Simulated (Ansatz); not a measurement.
Molecule: sum formula ZrOF2 (charge +1, doublet). The spin state was set by rule; other spins were not relaxed. 
Coordinates optimised at B3LYP-D3(BJ)/def2-TZVP (Ansatz, a program for electronic structure):
```xyz
4

Zr     0.0745    -0.0724    -0.2028
O     -1.4923    -1.0960     0.2880
F     -0.4155     1.7043    -0.3894
F      1.4110    -0.4085     1.0349
```
Charge +1, spin multiplicity 2.

Basis-set convergence of Hartree-Fock and MP2 correlation energies (hartree) with Ansatz. Valence correlation only, unless marked. UHF or UKS for open shells. Spin-orbit coupling is left out. Frozen are the shells of the preceding noble gas and the d and f shells that filled before the atom's block. In def2 rows, elements after Kr have scalar-relativistic effective core potentials.

```tsv
basis	functions	E(HF)	E(corr, MP2)
def2-SVP	73	-319.89819	-0.61701
def2-TZVPP	149	?	?
```

### Question
What belongs in the gaps?

### Answer

- def2-TZVPP, E(HF): -320.26841
- def2-TZVPP, E(corr, MP2): -0.79684
